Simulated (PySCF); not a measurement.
**Computed structure and properties of Au2F2**

System: Au2F2 (singlet); start: template (D2h). Method: PySCF 2.14.0, RKS TPSS, Au def2-SVP with ECP60, F def2-SVP; non-relativistic Hamiltonian with scalar-relativistic core potentials where named; density fitting; no spin-orbit coupling.

Input of the relaxation:

```python
mol = gto.M(atom='''
Au     0.00000     0.00000     1.48960
Au    -0.00000    -0.00000    -1.48960
F      1.27380    -0.00000    -0.00000
F     -1.27380     0.00000     0.00000''',
    basis={'Au': 'def2-SVP', 'F': 'def2-SVP'},
    ecp={'Au': 'def2-SVP'},
    charge=0, spin=0)
mf = dft.RKS(mol, xc='TPSS')
mf.grids.atom_grid = (50, 194)
mf = mf.density_fit()  # fitting sets: Au def2-universal-JKFIT, F def2-universal-JKFIT
mf.conv_tol = 1e-08; mf.max_cycle = 55
mf.kernel(dm0)  # dm0: converged density of the start geometry
# quasi-Newton relaxation in Cartesian coordinates to a largest gradient under 0.00045 Eh/bohr, steps kept in the point group
```

Run from Python with OMP_NUM_THREADS=2; the lines above give its settings. Where DIIS fails, smearing, a level shift and second-order steps follow.
It took 55 s on 2 threads of Intel(R) Xeon(R) Platinum 8375C CPU @ 2.90GHz (Ice Lake), on a shared host, from the converged density of the start.

Course of the relaxation:

| step | energy above end (eV) | largest force component within the symmetry (eV/Å) |
| --- | --- | --- |
| 0 | 1.7950 | 6.777 |
| 1 | 0.1836 | 1.417 |
| 2 | 0.0423 | 0.634 |
| 3 | 0.0056 | 0.119 |
| 4 | 0.0030 | 0.184 |
| 5 | 0.0008 | 0.230 |
| 6 | -0.0002 | 0.174 |
| 7 | -0.0005 | 0.059 |
| 8 | -0.0004 | 0.042 |
| 9 | -0.0003 | 0.028 |
| 10 | -0.0002 | 0.019 |
| 11 | 0.0000 | 0.000 |

Relaxed geometry (D2h):

```xyz
4

Au    0.0000    0.0000    1.5309
Au    0.0000    0.0000   -1.5309
F     1.6047    0.0000    0.0000
F    -1.6047    0.0000    0.0000
```

```
   contact      Å
Au1–F3 (F)  2.218
Au1–F4 (F)  2.218
```

On the finer grid (75, 302):

- HOMO: -5.74 eV
- LUMO: -4.66 eV
- Dipole about the centre of mass: 0.00 D
- Set of Mulliken populations of Au1 outside the core potential: s 2.53, p 6.18, d 9.92, f 0.00
- D3(BJ) dispersion energy (not in the energies): -0.127 eV

| atom | Mulliken (e) | Löwdin (e) | spin (e) |
| --- | --- | --- | --- |
| Au1 | 0.37 | 0.21 | 0.00 |
| Au2 | 0.37 | 0.21 | 0.00 |
| F3 | -0.37 | -0.21 | 0.00 |
| F4 | -0.37 | -0.21 | 0.00 |

No frequency check is given for this geometry.

Taking off one F (charge -1, singlet; the rest: singlet) in vacuum, both parts rigid, costs 9.91 eV; the small basis without counterpoise inflates it. Most of it is the attraction of opposite charges; other ways to part are cheaper, and one spin state was tried for the rest.

Rigid scan of F along the line from its metal:

```json
{"distance to F3 (Å)": "1.92", "energy (eV)": "0.426"}
{"distance to F3 (Å)": "2.02", "energy (eV)": "0.161"}
{"distance to F3 (Å)": "2.12", "energy (eV)": "0.038"}
{"distance to F3 (Å)": "2.22", "energy (eV)": "0.000"}
{"distance to F3 (Å)": "2.32", "energy (eV)": "0.017"}
{"distance to F3 (Å)": "2.42", "energy (eV)": "0.065"}
{"distance to F3 (Å)": "2.62", "energy (eV)": "0.208"}
{"distance to F3 (Å)": "2.92", "energy (eV)": "0.479"}
{"distance to F3 (Å)": "3.32", "energy (eV)": "0.906"}
{"distance to F3 (Å)": "3.82", "energy (eV)": "1.509"}
```

One start shape was tried, so this needn't be the lowest isomer.
